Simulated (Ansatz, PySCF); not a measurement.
This PySCF input computes a BLYP/def2-TZVPD energy:

```python
from pyscf import gto, scf, dft

mol = gto.M(
    atom='''
    Si   -0.22519578   -0.19792757   -0.01953495
    O    -1.43374685   -1.26013922   -0.12437258
    Cl   -0.52610980    1.55083193   -0.82296122
    Cl    1.38626954   -0.79482606    0.89757710
    ''',
    basis='def2-tzvpd',
    charge=1,
    spin=1,
    verbose=4,
)

mf = dft.UKS(mol, xc='blyp').density_fit(auxbasis='def2-universal-jkfit')
mf.grids.level = 3
mf.conv_tol = 1e-9
mf.max_cycle = 100
mf.max_memory = 1500
mf.kernel()
if not mf.converged:
    mf = mf.newton()
    mf.kernel(mf.make_rdm1())
for _ in range(2):
    mo, _, stable, _ = mf.stability(return_status=True)
    if stable:
        break
    mf.kernel(mf.make_rdm1(mo, mf.mo_occ))
mf.analyze()
```

Task: Write an input for the same energy in Ansatz (a first-principles code) and say what it gives.

Result: 
Ansatz 0.2 input:
```yaml
crystal:
  periodic: [false, false, false]
  atoms:
    - {symbol: Si, position_ang: [-0.22519578, -0.19792757, -0.01953495]}
    - {symbol: O, position_ang: [-1.43374685, -1.26013922, -0.12437258]}
    - {symbol: Cl, position_ang: [-0.52610980, 1.55083193, -0.82296122]}
    - {symbol: Cl, position_ang: [1.38626954, -0.79482606, 0.89757710]}
basis:
  gaussian:
    orbitals: def2-TZVPD
hamiltonian:
  xc: {name: BLYP}
total_charge: 1
magnetization: {spin_polarized: true, initial_magnetization: 1}
output: {forces: true}
```
It gives -1284.90682 Eh, and PySCF -1284.90687 Eh, a difference of 0.05 mEh, from the treatment of integrals and grids.
